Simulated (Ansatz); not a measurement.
cyclo-(H2SiO)2 (Si₂O₂H₄), 8 atoms. Hardware: 4 threads of Arm Neoverse V2 on a shared host.

Correlated methods freeze 12 core orbitals. In CCSD on the charge 1 doublet the largest single amplitude is 0.54, so its Hartree–Fock determinant may place the open shell otherwise than the density functionals do.

Task: How many basis functions does each of these Ansatz runs have, and roughly what does it cost? PBE0-D4/def2-SVP, charge 0 singlet, energy, from earlier orbitals; ωB97X-V/def2-TZVP, charge 0 singlet, energy, from earlier orbitals; r2SCAN-D4/def2-TZVP, charge 1 doublet at the geometry of the charge 0 singlet, energy, from earlier orbitals; PBE0-D4/def2-TZVP, charge 1 doublet, energy, from earlier orbitals; PBE0-D4/def2-SVP, charge 0 singlet, relaxation, 5 steps; PBE-D4/def2-SVP, charge 0 singlet, energy, from earlier orbitals; revPBE-D4/def2-TZVP, charge 0 singlet, energy, from earlier orbitals; B97M-V/def2-TZVP, charge 0 singlet, energy, from earlier orbitals; r2SCAN-D4/def2-TZVP, charge 0 triplet at the geometry of the charge 0 singlet, energy, from earlier orbitals; CCSD(T)/def2-TZVPP, charge 1 doublet at the geometry of the charge 0 singlet, energy, from earlier orbitals; HF/STO-3G, charge 0 singlet, energy; PBE-D4/def2-TZVP, charge 1 doublet, energy, from earlier orbitals.

Result: Other jobs shared the machine, so times can vary by a factor of up to 3. A dash marks memory too small to be measured apart from the calling script's.

```
                                                                                                         run  functions  fitting or Cholesky vectors  wall time  peak host memory (GiB)
                                                                         HF/STO-3G, charge 0 singlet, energy         32                          395      0.1 s                       –
                                            PBE-D4/def2-SVP, charge 0 singlet, energy, from earlier orbitals         84                          910     0.55 s                       –
                                           PBE0-D4/def2-SVP, charge 0 singlet, energy, from earlier orbitals         84                          788     0.75 s                       –
                                        revPBE-D4/def2-TZVP, charge 0 singlet, energy, from earlier orbitals        160                          982      1.4 s                       –
                                           PBE-D4/def2-TZVP, charge 1 doublet, energy, from earlier orbitals        160                          982      2.4 s                       –
                                          PBE0-D4/def2-TZVP, charge 1 doublet, energy, from earlier orbitals        160                         1014      4.7 s                       –
                                           B97M-V/def2-TZVP, charge 0 singlet, energy, from earlier orbitals        160                          982      4.8 s                       –
                                                     PBE0-D4/def2-SVP, charge 0 singlet, relaxation, 5 steps         84                          830      4.8 s                       –
r2SCAN-D4/def2-TZVP, charge 1 doublet at the geometry of the charge 0 singlet, energy, from earlier orbitals        160                          982      5.5 s                       –
r2SCAN-D4/def2-TZVP, charge 0 triplet at the geometry of the charge 0 singlet, energy, from earlier orbitals        160                          982        7 s                       –
                                          ωB97X-V/def2-TZVP, charge 0 singlet, energy, from earlier orbitals        160                          982        7 s                       –
 CCSD(T)/def2-TZVPP, charge 1 doublet at the geometry of the charge 0 singlet, energy, from earlier orbitals        202                         1194    5.5 min                       2
```
